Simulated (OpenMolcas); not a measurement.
V3+ in a ligand field

V3+ with 6 ligands (ammonia) in octahedral coordination (S6) at 2.06 Å. Ligand basis ANO-RCC-VDZP.
```
V     0.0000    0.0000    0.0000
N     2.0600    0.0000    0.0000
H     2.4421    0.9457    0.0000
H     2.4421   -0.4729    0.8190
H     2.4421   -0.4729   -0.8190
N     0.0000    2.0600    0.0000
H     0.0000    2.4421    0.9457
H     0.8190    2.4421   -0.4729
H    -0.8190    2.4421   -0.4729
N    -2.0600    0.0000    0.0000
H    -2.4421   -0.9457    0.0000
H    -2.4421    0.4729   -0.8190
H    -2.4421    0.4729    0.8190
N     0.0000   -2.0600    0.0000
H     0.0000   -2.4421   -0.9457
H    -0.8190   -2.4421    0.4729
H     0.8190   -2.4421    0.4729
N     0.0000    0.0000    2.0600
H     0.9457    0.0000    2.4421
H    -0.4729    0.8190    2.4421
H    -0.4729   -0.8190    2.4421
N     0.0000    0.0000   -2.0600
H    -0.9457    0.0000   -2.4421
H     0.4729   -0.8190   -2.4421
H     0.4729    0.8190   -2.4421
```

```json
{
  "Program": "OpenMolcas",
  "Method": "CASSCF",
  "Basis": "ANO-RCC-VTZP [6s5p3d2f1g]",
  "Scalar Hamiltonian": "DKH2, point nucleus",
  "Active space": "2 electrons in 5 orbitals (3d)",
  "State averaging": "2S+1 = 3 even, 10 roots; 2S+1 = 1 even, 15 roots",
  "Spin-orbit coupling": "RASSI with atomic mean-field integrals over the reference wave functions"
}
```

The lowest spin-free states, above the lowest:

| State | Degeneracy | E (cm-1) |
| --- | --- | --- |
| 2S+1 = 3 | 2 | 0.0 |
| 2S+1 = 3 | 1 | 143.2 |
| 2S+1 = 1 | 1 | 13394 |
| 2S+1 = 1 | 2 | 13537 |
| 2S+1 = 1 | 2 | 13784 |
| 2S+1 = 3 | 2 | 20791 |
| 2S+1 = 3 | 1 | 20876 |
| 2S+1 = 1 | 1 | 29209 |
| 2S+1 = 3 | 2 | 33062 |
| 2S+1 = 3 | 1 | 33184 |
| 2S+1 = 1 | 2 | 35411 |
| 2S+1 = 1 | 1 | 35500 |
| 2S+1 = 1 | 2 | 38668 |
| 2S+1 = 1 | 1 | 38772 |
| 2S+1 = 3 | 1 | 43490 |
| 2S+1 = 1 | 2 | 58165 |
| 2S+1 = 1 | 1 | 75765 |

The lowest levels with spin-orbit coupling:

```
E (cm-1)  Degeneracy  2S+1               g
     0.0           2     3  0.00 0.00 1.56
    51.2           2     3  0.00 0.00 0.85
    82.4           1     3                
   244.8           1     3                
   335.8           2     3  0.00 0.00 2.36
   427.6           1     3                
   13512           1     1                
   13656           2     1  0.00 0.00 0.96
   13908           2     1  0.00 0.00 2.11
   20844           1     3                
   20877           1     3                
   20902           2     3  0.00 0.00 1.41
   20964           2     3  0.00 0.00 4.98
   21025           2     3  0.00 0.00 3.56
   21030           1     3                
   29325           1     1                
   33074           1     3                
   33112           1     3                
   33152           2     3  0.00 0.00 1.92
   33260           2     3  0.00 0.00 5.43
```

Powder χT (cm3 K/mol): 0.0891 at 2 K, 0.14 at 10 K, 0.33 at 50 K, 0.499 at 100 K, 0.759 at 200 K, 0.921 at 300 K. The effective moment at 300 K is 2.828 √(χT) = 2.71 μB.

The lowest level has 2S+1 = 3, for which the spin-only value is χT = S(S+1) / 2 = 1.000 cm3 K/mol (g = 2). The computed 0.921 at 300 K differs by -0.079, through orbital momentum, spin-orbit coupling and any other state in reach.

Metal share of the active 3d orbitals (Löwdin): 84, 84, 96, 96, 96 %; Mulliken charge of the metal 1.82.

An orbital doublet at a regular site is open to a Jahn-Teller distortion, which this geometry leaves out. Without dynamic correlation the repulsion within the d shell is too large (B by tens of per cent), so at a given field states of lower spin stand too high. The least metal-like active orbital is 84 % on the metal (Löwdin) and no ligand orbital is active, so the numbers are rough. Ligand-to-metal charge-transfer states are missing. With no ligand orbital active B as a rule stays too high, so bands that hang on it stand too high and its fall with covalency is understated. With metal d orbitals alone the field can be off either way by tens of per cent. No measured value stands beside these numbers; the geometry is a model, was not optimised and need not be the one that this ion takes.

A state without a sure symmetry label is named by its multiplicity alone. With an even number of electrons the g values are those of a degenerate or nearly degenerate non-Kramers pair.
